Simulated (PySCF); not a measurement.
CH8OSi2.
Atom-mapped SMILES: `[CH3:1][O:2][SiH2:3][SiH3:4]` (hydrogens: H5, H6, H7 on C1; H8, H9 on Si3; H10, H11, H12 on Si4)

Geometry (PBE0-D3(BJ)/def2-SVP, Å), atoms numbered from 1 in this order:
```
atom  x, y, z in Å
C1    -2.1917    0.6207    0.1316
O2    -0.8285    0.6157    0.4530
Si3    0.1966   -0.6496    0.0866
Si4    2.3130   -0.0210    0.8572
H5    -2.6347    1.5663    0.4792
H6    -2.7361   -0.2101    0.6185
H7    -2.3610    0.5459   -0.9591
H8     0.2109   -0.9060   -1.3926
H9    -0.2696   -1.9165    0.7431
H10    2.2835    0.2101    2.3336
H11    3.2921   -1.1133    0.5589
H12    2.7662    1.2300    0.1763
```

Method used: PySCF 2.14.0, PBE0-D3(BJ)/def2-SVP geometry optimisation, gas phase.

Masses are those of the commonest isotopes; rigid-rotor values at the optimised geometry. The values belong to one conformer with, in the numbering `[CH3:1][O:2][SiH2:3][SiH3:4]`, C1–O2–Si3–Si4 179°.

Problem. What are A, B and C (GHz)?

Solution. Ia = 40.13, Ib = 271.59, Ic = 296.66 u·Å²; 505379 MHz·u·Å²/I gives 12593, 1861 and 1704 MHz, that is A = 12.593, B = 1.8608, C = 1.7036 GHz.

Problem. Classify the top.

Solution. A near-prolate asymmetric top: κ = (2 × 1861 − 12593 − 1704)/(12593 − 1704) = -0.97.

Problem. Is it planar, by Δ = Ic − Ia − Ib?

Solution. Not planar: Δ = Ic − Ia − Ib = -15.06 u·Å². For a rigid frame Δ = −2 Σ m c², so Σ m c² = 7.53 u·Å² lies off the ab plane, practically all of it from hydrogen. The atom farthest from that plane is 1.22 Å away.

Problem. Where do the levels up to J = 2 lie, in cm⁻¹?

Solution. Above 0(0,0):
J = 1: 1(0,1) 0.1189, 1(1,1) 0.4769, 1(1,0) 0.4821
J = 2: 2(0,2) 0.3566, 2(1,2) 0.7094, 2(1,1) 0.7252, 2(2,1) 1.7991, 2(2,0) 1.7992
The levels of one J sum to (2J + 1)J(J + 1)(A + B + C)/3.

Problem. Which types of transition are allowed, and where do some lines up to J = 4 fall?

Solution. The dipole components are |μa| = 0.98 D, |μb| = 0.56 D, |μc| = 0.00 D; the mirror of this Cs structure is the ab plane, so μc vanishes by symmetry (the 0.01 D computed is a residue) and there are no c-type lines. Intensities carry the squares of the components, which stand as 1.00 : 0.33 (a : b). Some lines, for components of 0.1 D or more:

```csv
type,branch,"J(Ka,Kc)",MHz,lower level (cm⁻¹)
a,Q,"2(1,1) ← 2(1,2)",472,0.709
a,Q,"3(1,2) ← 3(1,3)",944,1.058
a,Q,"4(1,3) ← 4(1,4)",1573,1.523
a,R,"3(0,3) ← 2(0,2)",10686,0.357
a,R,"3(2,2) ← 2(2,1)",10693,1.799
b,Q,"2(1,1) ← 2(0,2)",11048,0.357
a,R,"4(3,2) ← 3(3,1)",14261,3.959
b,R,"1(1,1) ← 0(0,0)",14296,0.000
b,Q,"3(2,1) ← 3(1,2)",31970,1.090
b,Q,"4(2,3) ← 4(1,4)",33221,1.523
b,R,"3(2,1) ← 2(1,2)",43370,0.709
b,Q,"3(3,0) ← 3(2,1)",54046,2.156
b,Q,"4(3,2) ← 4(2,3)",54059,2.631
b,R,"3(3,1) ← 2(2,0)",64746,1.799
b,R,"4(4,1) ← 3(3,0)",89932,3.959
b,R,"4(4,0) ← 3(3,1)",89932,3.959
```

Problem. Estimate the classical rotational partition function at 10 K, 50 K and 200 K.

Solution. Point group Cs, symmetry number σ = 1; q = (√π/σ)·√((kT/h)³/(ABC)), k/h = 20836.6 MHz/K: 844 at 10 K, 9430 at 50 K, 75500 at 200 K.

PBE0-D3(BJ)/def2-SVP frequencies: not computed here. No vibrational averaging or centrifugal distortion is included, and the geometry carries the error of its method. A rigid rotor knows nothing of internal rotation, which can split or shift real lines.
